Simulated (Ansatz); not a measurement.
Gas-phase electronic energies from Ansatz, PBE0-D4/def2-TZVP geometries. CCSD(T)/CBS adds triple-zeta CCSD(T) − MP2 to the extrapolated MP2 energy (def2 sets, frozen cores). This one scheme is used for every species. DFT in def2-TZVPP. Each species was taken in one conformer, which may not be the lowest.

Reaction (formal loss of a carbene): `FCC(F)OC(F)F` → `F[C]F` + `OC(F)CF`

CCSD(T)/CBS gives +57.5 kcal/mol.

Another level gave +58.9 kcal/mol. Which?
A. PBE0/def2-TZVPP
B. PBE0-D4/def2-TZVPP
C. ωB97M-V/def2-TZVPP
D. SCS-MP2/def2-TZVPP

D. SCS-MP2/def2-TZVPP 58.9, PBE0 60.8, ωB97M-V 56.8, PBE0-D4 62.1 kcal/mol.

Largest T1 diagnostic among the species: 0.017.

In def2-TZVPP, CCSD(T) changes the Hartree–Fock value by +3.3 kcal/mol (the triples alone add −0.3 kcal/mol) and MP2 by +7.5 kcal/mol. From PBE to PBE0 (25 % exact exchange), in def2-TZVPP and without D4, ΔE moves by +4.0 kcal/mol. The D4 term adds +2.4 kcal/mol with B3LYP and +1.3 kcal/mol with PBE0; it sums over pairs of atoms, weighted by their polarisabilities, and B3LYP, whose exchange is more repulsive, gets the larger term.

B3LYP here is the variant with VWN-RPA as its local correlation; programs differ in this.
